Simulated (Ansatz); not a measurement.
Calculated with Ansatz (gas phase, PBE0-D4/def2-TZVP geometries, no zero-point term in ΔE). CCSD(T)/CBS adds triple-zeta CCSD(T) − MP2 to the extrapolated MP2 energy (def2 sets, frozen cores). This one scheme is used for every species. Functionals use def2-TZVPP. For Ge, Se outer-core shells are correlated without core-valence functions, which leaves a few kJ/mol of doubt a bond. Scalar relativity is left out up to krypton. One conformer a species, not always the lowest.

`O=C[Se][GeH3]` + H₂ → `[GeH3][SeH]` + `C=O`  (hydrogenolysis of the Se–C bond)

`O=C[Se][GeH3]`:

Z-matrix (Å, degrees):
```
Ge
Se 1 2.371
H 1 1.530 2 109.0
H 1 1.535 2 104.0 3 118.7
H 1 1.530 2 109.0 3 -122.7
C 2 1.921 1 93.4 3 61.3
O 6 1.194 2 125.2 1 0.0
H 6 1.104 2 111.5 1 -180.0
```

H₂:

Cartesian coordinates in Å:
```
H 0.349 0.031 0.128
H -0.349 -0.031 -0.128
```

`[GeH3][SeH]`:

```xyz
6

Ge   -0.502    0.310   -0.109
Se    1.518   -0.801   -0.599
H    -0.246    1.502    0.824
H    -1.027    0.793   -1.466
H    -1.501   -0.659    0.541
H     1.758   -1.145    0.809
```

`C=O`:

Cartesian coordinates in Å:
```
C -0.003 0.001 -0.003
O 0.832 -0.346 0.778
H 0.230 0.672 -0.854
H -1.059 -0.328 0.080
```

| species | B2PLYP energy (Eh) |
| --- | --- |
| `O=C[Se][GeH3]` | -4593.51767 |
| H₂ | -1.16991 |
| `[GeH3][SeH]` | -4480.22225 |
| `C=O` | -114.46841 |

Problem. Work out ΔE.

Solution. ΔE = (-4480.22225) + (-114.46841) − (-4593.51767) − (-1.16991) = -0.00308 Eh = -1.9 kcal/mol. CCSD(T)/CBS gives -1.9 kcal/mol.

Largest T1 diagnostic among the species: 0.015.

In def2-TZVPP, CCSD(T) changes the Hartree–Fock value by +9.4 kcal/mol (the triples alone add +2.5 kcal/mol) and MP2 by +11.8 kcal/mol. The D4 term adds +2.6 kcal/mol with B3LYP and +1.4 kcal/mol with PBE0; it sums over pairs of atoms, weighted by their polarisabilities, and B3LYP, whose exchange is more repulsive, gets the larger term.

B3LYP here is the variant with VWN-RPA as its local correlation; programs differ in this.
